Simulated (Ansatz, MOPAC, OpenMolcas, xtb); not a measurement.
## How methods differ on WO3 (tungsten trioxide)

WO3: 4 atoms, total charge 0, spin state singlet. As SMILES, `[O]=[W](=[O])=[O]`. Geometry: relaxed at PBE0-D4/def2-TZVP.

Quantity: the HOMO–LUMO gap, in eV. The values are calculated.

```tsv
level	kind	program	value (eV)	CPU time
PM6	semi-empirical	MOPAC	8.55	under 2 s
GFN0-xTB	semi-empirical	xtb	4.52	under 2 s
HF/def2-SVPD (core potential)	Hartree–Fock	Ansatz	10.71	4.3 s
SVWN5/def2-SVPD (core potential)	LDA	OpenMolcas	1.90	33 s
revPBE/def2-SVPD (core potential)	GGA	OpenMolcas	1.97	42 s
r2SCAN/def2-SVPD (core potential)	meta-GGA	OpenMolcas	2.45	51 s
BHLYP/def2-SVPD (core potential)	global hybrid	Ansatz	6.27	11 s
PBE0/def2-SVPD (core potential)	global hybrid	OpenMolcas	4.18	40 s
CAM-B3LYP/def2-SVPD (core potential)	range-separated hybrid	Ansatz	6.39	12 s
B2PLYP/def2-SVPD (core potential)	double hybrid	OpenMolcas	6.51	34 s
```

The values span 1.90 to 10.71 eV. Orbital gaps aren't excitation energies, and those of double hybrids come from the SCF part alone; they tend to grow with the share of exact exchange. Times are those of the runs behind each value, whatever else they computed, on shared processors of several kinds: orders of magnitude only.
